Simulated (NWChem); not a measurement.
System: BSi₂H₆Cl; SMILES [SiH3]B([SiH3])Cl

NWChem input:

```
start job
memory heap 200 mb stack 900 mb global 1100 mb
geometry units angstroms noautoz
  B      0.094300     0.003676     0.197242
  Cl     1.794902     0.044924     0.657145
  Si    -0.811414    -1.792997    -0.057418
  H     -1.896505    -1.724784    -1.101482
  H     -1.481397    -2.132118     1.254701
  H      0.140660    -2.907824    -0.401189
  Si    -0.895715     1.754756    -0.061013
  H     -2.356023     1.624807     0.289303
  H     -0.822233     2.082429    -1.535023
  H     -0.300322     2.905447     0.706439
end
basis spherical
  * library def2-svp
end
dft
  xc slater pw91lda
  iterations 150
  mulliken
end
task dft energy
```

The geometry was optimised at PBE-D3(BJ)/def2-SVP.

Problem. Predict the main results of this run. (LDA (Slater exchange, PW92)/def2-SVP.) Quantities: energy (Ha); highest occupied level (eV); orbital gap (eV); dipole (D).

Solution. The energy (Ha) comes out as -1063.14 and the highest occupied level (eV) is -6.33. The orbital gap (eV) comes out as 2.71 and the dipole (D) is 0.18.
